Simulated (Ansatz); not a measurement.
One change: `BC(Cl)CC` becomes `BCCl`.

Ansatz, PBE0-D4/def2-TZVP geometries, multiplicity 1. Each molecule was computed in one conformer, which needn't be the lowest. `BC(Cl)CC` holds a close contact that its SMILES doesn't draw: Cl···B 2.13 Å.

```tsv
property	`BC(Cl)CC`
HOMO energy (ωB97M-V/def2-TZVPP) / eV	-10.92
HOMO–LUMO gap (PBE0/def2-TZVPP) / eV	8.28
LUMO energy (PBE/def2-TZVPP) / eV	-1.42
size of the dipole moment (PBE/def2-TZVPP) / D	2.05
HOMO energy (PBE0/def2-TZVPP) / eV	-8.65
size of the dipole moment (ωB97M-V/def2-TZVPP) / D	2.04
```

What does the change do to each property? (Best estimate.)

The calculation gave: 
```tsv
property	`BCCl`	shift
HOMO energy (ωB97M-V/def2-TZVPP) / eV	-10.51	0.41
HOMO–LUMO gap (PBE0/def2-TZVPP) / eV	6.41	-1.87
LUMO energy (PBE/def2-TZVPP) / eV	-2.83	-1.41
size of the dipole moment (PBE/def2-TZVPP) / D	1.75	-0.30
HOMO energy (PBE0/def2-TZVPP) / eV	-8.20	0.45
size of the dipole moment (ωB97M-V/def2-TZVPP) / D	1.81	-0.23
```

With PBE0 the HOMO rises by 0.45 eV and the LUMO falls by 1.42 eV, so the gap narrows by about 1.87 eV. PBE moves the HOMO by 0.52 eV and ωB97M-V by 0.41 eV. Dipoles are sizes alone; their direction can turn.
